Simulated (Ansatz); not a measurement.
Problem. Name a neutral molecule of C, F, O, Si and H with LUMO energy (PBE0/def2-TZVPP) between -0.35 and -0.05 eV and HOMO–LUMO gap (ωB97M-V/def2-TZVPP) between 13.40 and 13.70 eV (Ansatz, PBE0-D4/def2-TZVP geometry).

Solution. `FC(F)(F)O[SiH3]` (-0.21 eV, 13.55 eV). Other molecules can fit too; these were computed, each in one conformer that needn't be the lowest.
